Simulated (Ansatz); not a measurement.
Basis sets compared for trans-[TiF2(H2O)4]+ (TiO₄F₂H₈⁺). Charge 1, multiplicity 2. Geometry B3LYP-D4/def2-SVP. Ansatz on 4 threads of Intel Xeon 6975P-C on a shared host; times are rough, and most runs start from earlier orbitals.

Cartesian coordinates in Å:
```
F -1.632 -0.325 0.678
F 1.632 0.325 -0.678
O -0.165 2.100 0.588
O 0.180 -2.097 -0.595
O -0.906 0.471 -1.934
O 0.890 -0.474 1.941
Ti 0.000 0.000 0.000
H 0.651 2.609 0.713
H -0.763 2.337 1.314
H 0.795 -2.321 -1.311
H -0.627 -2.614 -0.741
H -0.422 1.045 -2.549
H -1.834 0.750 -1.953
H 1.812 -0.774 1.973
H 0.387 -1.033 2.554
```

No other spin state of charge 1 was run.

```json
{"level": "PBE-D4/def2-SVP", "functions": "155", "energy (Eh)": "-1353.6634", "HOMO (eV)": "-7.16", "LUMO (eV)": "-6.08", "wall time": "2.1 s"}
{"level": "PBE0-D4/def2-SVP", "functions": "155", "energy (Eh)": "-1353.6929", "HOMO (eV)": "-9.89", "LUMO (eV)": "-5.01", "wall time": "3.2 s"}
```

Estimate the rows for PBE-D4/def2-TZVP (with forces), PBE0-D4/def2-TZVP.


```
                         level  functions  energy (Eh)  HOMO (eV)  LUMO (eV)  wall time
PBE-D4/def2-TZVP (with forces)        279   -1354.3985      -7.49      -6.42      4.4 s
             PBE0-D4/def2-TZVP        279   -1354.4200     -10.02      -5.13       10 s
```
